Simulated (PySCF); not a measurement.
**[Hg(H2CO)]2+: from a saddle point downhill**

PySCF 2.14.0, RKS PBE0, Hg def2-SVP with ECP60, O def2-SVP, C def2-SVP, H def2-SVP; non-relativistic Hamiltonian with scalar-relativistic core potentials where named; density fitting; no spin-orbit coupling. Relaxed within the symmetry of its start, the geometry (C2v) is

```xyz
5

Hg    0.0000    0.0000   -0.3415
O     0.0000    0.0000    1.6819
C     0.0000    0.0000    2.9244
H     0.9668    0.0000    3.4662
H    -0.9668    0.0000    3.4662
```

and its lowest harmonic modes are -595, 165, 396, 1059, 1236, 1494 cm⁻¹ (negative: unstable). It was moved along the lowest mode and relaxed again, within the group Cs that the move left.

(1) Where does it end, and how much lower?

(2) How do the contacts change?

(3) Is the end a minimum?

State: singlet.

Answers

(1) In Cs, 0.621 eV lower, after 8 steps:
```xyz
5

Hg   -0.2777    0.0000   -0.2593
O     0.4885    0.0000    1.7704
C    -0.0476    0.0000    2.8761
H     0.6671    0.0000    3.7408
H    -1.1424    0.0000    3.0691
```

(2) 
| contact | saddle (Å) | end (Å) |
| --- | --- | --- |
| Hg1–O2 (H2CO) | 2.023 | 2.169 |


(3) Yes; lowest modes 239, 368, 455, 1143, 1184, 1416 cm⁻¹.
